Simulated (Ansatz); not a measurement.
Basis-set extrapolation for CH₆AlBOSi, SMILES `C[SiH2][B]1[O][AlH]1` (PBE0-D4/def2-TZVP geometry, frozen core, Ansatz 0.2.0). Multiplicity 1, RHF reference.

```json
{"": "HF", "def2-TZVPP": "-671.848303", "def2-QZVPP": "-671.871074"}
{"": "MP2 correlation", "def2-TZVPP": "-0.704389", "def2-QZVPP": "-0.754425"}
{"": "CCSD(T) correlation", "def2-TZVPP": "-0.784449", "def2-QZVPP": "not run"}
```

Energies in hartree. Use E(X) = E(∞) + A·exp(−7.88·√X) for Hartree–Fock and E(X) = E(∞) + B·X^(−2.97) for correlation, with X = 3 and 4, and add CCSD(T) minus MP2 of the smaller set to the MP2 limit.

Task: What is the CCSD(T) energy at the basis-set limit?

Result: HF limit: -671.871074 + (-0.022771) × 0.13774 = -671.87421. MP2 limit: -0.754425 + (-0.050036) × 0.74074 = -0.79149. Higher-order term: -0.784449 − (-0.704389) = -0.08006. Total: -672.74576 hartree, 70.9 kcal/mol below CCSD(T)/def2-TZVPP.
